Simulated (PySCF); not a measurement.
Sn(H)(F)(NH2)2 (FH₅N₂Sn), SMILES [NH2][SnH]([NH2])[F]. Geometry: B3LYP-D3(BJ)/def2-SVP. The def2 effective core potentials stand for the cores of Sn; spin–orbit coupling is left out. One conformer was computed; it need not be the lowest.

Method: B3LYP-D3(BJ)/def2-SVP run with PySCF.

Harmonic wavenumbers (cm⁻¹): 98, 129, 155, 182, 191, 502, 531, 540, 595, 604, 643, 649, 835, 871, 1533, 1543, 1949, 3503, 3506, 3599, 3599. Rotational constants (GHz): 4.355, 4.170, 2.711; symmetry number 1.

**Question.** Work out the zero-point energy and the ideal-gas rigid-rotor harmonic-oscillator thermochemistry at 298.15 K and 1 atm.

**Answer.** ZPE = ½ Σ hcν = ½ × 25758 cm⁻¹ = 154.07 kJ/mol. H − E(el) = 175.98 kJ/mol. Entropy in J/(mol K): translation 172.85, rotation 109.96, vibration 72.82, total 355.63. G − E(el) = 69.95 kJ/mol. Cp = 109.80 J/(mol K). Modes under 150 cm⁻¹ make the vibrational entropy uncertain.
